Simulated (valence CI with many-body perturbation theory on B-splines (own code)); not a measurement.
## E1 transitions of Ho36+

Method: configuration interaction combined with many-body perturbation theory (CI+MBPT): three valence electrons over a frozen Dirac-Fock core [Ar] 3d10, radial functions for each j: 11 s, 11 p, 9 d, 7 f, 5 g, 2 h, 1 i, with the one-electron correlation potential Σ1, the two-electron term Σ2, the three-electron term Σ3, Breit, model QED; selected CI, second order for the rest (own B-spline code, finite nucleus).

The last digits are not significant, and no measured levels were compared; by estimate large intervals hold to a few tenths of a per cent, small ones and those within an open d or f shell to about a per cent.

Lines 51 to 100 of 274 in falling wavelength, among levels below 442.38 eV, chosen from the strongest by gf and those to the six lowest levels. Wavelengths and rates use the calculated energies. Electric multipoles are in the length gauge, E1 and E2 with the static RPA response of the core. Weak lines are less certain than strong ones. Lines between different terms over intervals too small for the method are left out, as are lines whose strength nearly cancels. Where a level lies close to another of its J and parity, the split of strength between their lines is uncertain. The highest levels of a list are the least certain.

Levels are named by their leading jj configuration (3d3/2^4 stands for four electrons in 3d with j = 3/2), which in mixed levels can hold well under half, so a name can repeat and another be missing. Letters in brackets count levels of one name in rising energy.

| λ vac (Å) | Upper | Lower | A (s⁻¹) | S (a.u.) with core polarisation | S without |
| --- | --- | --- | --- | --- | --- |
| 136.6 | (4p1/2^2 4p3/2) J=3/2 | (4s 4p1/2 4p3/2) J=5/2 | 4.84e+10 | 2.44e-01 | 2.61e-01 |
| 136.0 | (4p1/2 4p3/2 4d5/2) J=9/2 | (4s 4p3/2 4d5/2) J=9/2 | 1.94e+10 | 2.40e-01 | 2.57e-01 |
| 134.5 | (4s 4p1/2 4d5/2) J=5/2 [b] | (4s 4p3/2^2) J=5/2 | 1.46e+10 | 1.05e-01 | 1.13e-01 |
| 134.1 | (4p1/2^2 4d5/2) J=5/2 | (4s 4p1/2 4d5/2) J=3/2 [a] | 1.29e+10 | 9.25e-02 | 9.90e-02 |
| 134.0 | (4p1/2 4p3/2 4d5/2) J=9/2 | (4s 4p3/2 4d3/2) J=7/2 | 4.40e+09 | 5.22e-02 | 5.60e-02 |
| 132.0 | (4p1/2 4p3/2 4d3/2) J=3/2 [b] | (4s 4p3/2 4d3/2) J=5/2 [a] | 1.57e+10 | 7.10e-02 | 7.60e-02 |
| 131.0 | (4p1/2^2 4d3/2) J=3/2 | (4s 4p1/2 4d3/2) J=3/2 [a] | 1.33e+10 | 5.88e-02 | 6.28e-02 |
| 128.1 | (4p1/2 4p3/2 4d3/2) J=1/2 [b] | (4s 4p3/2 4d3/2) J=3/2 [a] | 2.36e+10 | 4.90e-02 | 5.24e-02 |
| 126.9 | (4p1/2^2 4p3/2) J=3/2 | (4s 4p1/2 4p3/2) J=3/2 [a] | 1.33e+10 | 5.36e-02 | 5.73e-02 |
| 114.3 | (4p1/2 4p3/2 4d3/2) J=5/2 [a] | (4s 4p1/2 4d5/2) J=5/2 [c] | 1.10e+10 | 4.87e-02 | 5.21e-02 |
| 110.5 | (4s 4p1/2 4d3/2) J=3/2 [a] | (4s 4p1/2 4p3/2) J=3/2 [b] | 9.63e+09 | 2.56e-02 | 2.73e-02 |
| 105.8 | (4s 4p1/2 4d3/2) J=5/2 | (4s 4p1/2 4p3/2) J=3/2 [b] | 1.01e+08 | 3.56e-04 | 3.76e-04 |
| 101.3 | (4s 4p1/2 4d3/2) J=3/2 [a] | (4s 4p1/2 4p3/2) J=5/2 | 5.46e+09 | 1.12e-02 | 1.19e-02 |
| 99.60 | (4s 4p3/2 4d3/2) J=5/2 [b] | (4s 4p3/2^2) J=3/2 | 1.54e+10 | 4.50e-02 | 4.81e-02 |
| 98.17 | (4s 4p1/2 4p3/2) J=3/2 [a] | (4s^2 4p1/2) J=1/2 | 1.00e+09 | 1.87e-03 | 2.00e-03 |
| 98.10 | (4p1/2^2 4d3/2) J=3/2 | (4p1/2^2 4p3/2) J=3/2 | 3.02e+10 | 5.62e-02 | 5.99e-02 |
| 97.36 | (4s 4p1/2 4d3/2) J=5/2 | (4s 4p1/2 4p3/2) J=5/2 | 6.20e+09 | 1.70e-02 | 1.80e-02 |
| 96.97 | (4p1/2 4p3/2 4d5/2) J=5/2 [b] | (4s 4p1/2 4d5/2) J=3/2 [b] | 1.54e+10 | 4.15e-02 | 4.46e-02 |
| 96.96 | (4s 4p1/2 4d3/2) J=3/2 [b] | (4s 4p1/2 4p3/2) J=3/2 [b] | 1.15e+10 | 2.07e-02 | 2.21e-02 |
| 96.55 | (4s 4p3/2^2) J=5/2 | (4s^2 4p3/2) J=3/2 | 5.98e+09 | 1.60e-02 | 1.72e-02 |
| 96.15 | (4p1/2 4p3/2 4d5/2) J=7/2 [b] | (4s 4p1/2 4d5/2) J=5/2 [c] | 2.12e+10 | 7.45e-02 | 7.99e-02 |
| 96.10 | (4s 4p1/2 4d3/2) J=1/2 | (4s 4p1/2 4p3/2) J=3/2 [b] | 2.65e+09 | 2.32e-03 | 2.46e-03 |
| 95.97 | (4s 4p1/2 4d5/2) J=5/2 [a] | (4s 4p1/2 4p3/2) J=3/2 [b] | 1.02e+09 | 2.66e-03 | 2.90e-03 |
| 95.79 | (4s 4p1/2 4d3/2) J=3/2 [a] | (4s 4p1/2 4p3/2) J=3/2 [a] | 1.92e+09 | 3.32e-03 | 3.52e-03 |
| 95.05 | (4s 4p3/2 4d5/2) J=7/2 [a] | (4s^2 4d5/2) J=5/2 | 4.00e+10 | 1.36e-01 | 1.46e-01 |
| 94.81 | (4s 4p1/2 4d5/2) J=3/2 [a] | (4s 4p1/2 4p3/2) J=3/2 [b] | 3.93e+09 | 6.61e-03 | 6.99e-03 |
| 93.73 | (4p1/2 4p3/2 4d5/2) J=7/2 [a] | (4s 4p1/2 4d5/2) J=5/2 [b] | 2.43e+10 | 7.91e-02 | 8.50e-02 |
| 93.57 | (4s 4p3/2 4d5/2) J=7/2 [b] | (4s^2 4d5/2) J=5/2 | 1.78e+10 | 5.76e-02 | 6.18e-02 |
| 92.30 | (4s 4p1/2 4d3/2) J=5/2 | (4s 4p1/2 4p3/2) J=3/2 [a] | 1.29e+09 | 3.00e-03 | 3.18e-03 |
| 92.10 | (4s^2 4d3/2) J=3/2 | (4s^2 4p3/2) J=3/2 | 6.62e+09 | 1.02e-02 | 1.10e-02 |
| 92.10 | (4s 4p1/2 4d5/2) J=5/2 [b] | (4s 4p1/2 4p3/2) J=3/2 [b] | 1.43e+09 | 3.31e-03 | 3.60e-03 |
| 90.99 | (4s 4p3/2 4d3/2) J=7/2 | (4s 4p3/2^2) J=5/2 | 1.11e+10 | 3.29e-02 | 3.50e-02 |
| 90.77 | (4p1/2 4p3/2 4d5/2) J=9/2 | (4s 4p1/2 4d5/2) J=7/2 | 3.87e+10 | 1.43e-01 | 1.53e-01 |
| 90.04 | (4p1/2 4p3/2 4d5/2) J=7/2 [a] | (4s 4p1/2 4d5/2) J=5/2 [a] | 1.19e+10 | 3.43e-02 | 3.72e-02 |
| 89.92 | (4p1/2 4p3/2 4d3/2) J=5/2 [a] | (4s 4p1/2 4d3/2) J=5/2 | 4.28e+10 | 9.21e-02 | 9.84e-02 |
| 89.88 | (4p1/2 4p3/2 4d3/2) J=5/2 [b] | (4s 4p1/2 4d5/2) J=3/2 [a] | 1.60e+10 | 3.44e-02 | 3.68e-02 |
| 89.79 | (4s 4p1/2 4d3/2) J=3/2 [b] | (4s 4p1/2 4p3/2) J=5/2 | 9.89e+09 | 1.41e-02 | 1.51e-02 |
| 89.75 | (4p1/2 4p3/2 4d5/2) J=1/2 | (4s 4p1/2 4d5/2) J=3/2 [b] | 1.02e+11 | 7.30e-02 | 7.78e-02 |
| 89.16 | (4s 4p1/2 4f5/2) J=5/2 [a] | (4s 4p1/2 4d5/2) J=7/2 | 2.42e+10 | 5.09e-02 | 5.43e-02 |
| 88.95 | (4s 4p1/2 4d5/2) J=5/2 [a] | (4s 4p1/2 4p3/2) J=5/2 | 2.44e+10 | 5.08e-02 | 5.42e-02 |
| 88.69 | (4s 4p3/2 4d3/2) J=3/2 [b] | (4s^2 4d3/2) J=3/2 | 1.93e+11 | 2.66e-01 | 2.84e-01 |
| 88.47 | (4p1/2 4p3/2 4d3/2) J=7/2 | (4s 4p1/2 4d3/2) J=5/2 | 4.51e+10 | 1.23e-01 | 1.32e-01 |
| 88.35 | (4p1/2 4p3/2^2) J=1/2 | (4s 4p1/2 4p3/2) J=1/2 | 5.74e+10 | 3.91e-02 | 4.17e-02 |
| 88.21 | (4s 4p3/2 4d3/2) J=5/2 [b] | (4s^2 4d3/2) J=3/2 | 4.45e+10 | 9.05e-02 | 9.75e-02 |
| 88.05 | (4p1/2 4p3/2 4d5/2) J=7/2 [b] | (4s 4p1/2 4d5/2) J=7/2 | 2.91e+10 | 7.84e-02 | 8.37e-02 |
| 88.05 | (4p1/2 4p3/2 4d3/2) J=3/2 [a] | (4s 4p1/2 4d3/2) J=5/2 | 6.40e+10 | 8.62e-02 | 9.20e-02 |
| 88.03 | (4p1/2 4p3/2 4d3/2) J=5/2 [b] | (4s 4p1/2 4d3/2) J=3/2 [b] | 1.72e+10 | 3.48e-02 | 3.74e-02 |
| 87.95 | (4s 4p1/2 4d5/2) J=3/2 [a] | (4s 4p1/2 4p3/2) J=5/2 | 3.02e+10 | 4.05e-02 | 4.32e-02 |
| 87.87 | (4p1/2 4p3/2 4d5/2) J=3/2 [b] | (4s 4p1/2 4d5/2) J=5/2 [c] | 1.50e+11 | 2.00e-01 | 2.14e-01 |
| 87.57 | (4p1/2 4p3/2 4d5/2) J=5/2 [a] | (4s 4p1/2 4d5/2) J=7/2 | 2.35e+10 | 4.67e-02 | 4.99e-02 |
